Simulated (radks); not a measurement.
Problem. Tb X, configuration [Kr] 4d10 4f6 5s2 5p2. Method: non-relativistic Kohn-Sham, PBE, spin-polarised, spherical densities, point nucleus; open shells are filled with parallel spins first (spin-orbit coupling, left out, can overturn this in heavy ions); relativity is left out, which matters for an element this heavy; computed with a radial shooting solver on a logarithmic mesh with Libxc functionals. Some entries of the table are withheld. Estimate them.

| orbital | occ. | eigenvalue (hartree) | <r> (bohr) |
|---|---|---|---|
| 1s up | 1 | -1792.677 | 0.02333 |
| 1s down | 1 | -1792.669 | 0.02333 |
| 2s up | 1 | -291.1461 | 0.09926 |
| 2s down | 1 | -291.1386 | 0.09926 |
| 2p up | 3 | -277.4959 | 0.08416 |
| 2p down | 3 | -277.4874 | 0.08416 |
| 3s up | 1 | -68.84117 | 0.2558 |
| 3s down | 1 | -68.70347 | 0.2556 |
| 3p up | 3 | -62.73670 | 0.2456 |
| 3p down | 3 | -62.60993 | 0.2453 |
| 3d up | 5 | -51.35563 | 0.2177 |
| 3d down | 5 | -51.26300 | 0.2174 |
| 4s up | 1 | -17.96059 | 0.5720 |
| 4s down | 1 | -17.71615 | 0.5723 |
| 4p up | 3 | -15.54604 | 0.5836 |
| 4p down | 3 | -15.30171 | 0.5839 |
| 4d up | 5 | -11.22406 | 0.6104 |
| 4d down | 5 | -10.97880 | 0.6109 |
| 5s up | 1 | -6.28654 | 1.236 |
| 5s down | 1 | -6.07612 | 1.247 |
| 4f up | 6 | -5.84068 | (1) |
| 4f down | 0 | -5.58925 | (2) |
| 5p up | 2 | (3) | (4) |
| 5p down | 0 | (5) | (6) |
| 5d up | 0 | -4.15484 | 1.505 |
| 5d down | 0 | -3.98736 | 1.536 |
| 6s up | 0 | -3.15916 | 2.260 |
| 6s down | 0 | -3.07503 | 2.289 |

Solution. 
(1) 4f up <r> (bohr): 0.6906
(2) 4f down <r> (bohr): 0.6942
(3) 5p up eigenvalue (hartree): -5.48584
(4) 5p up <r> (bohr): 1.313
(5) 5p down eigenvalue (hartree): -5.28733
(6) 5p down <r> (bohr): 1.329
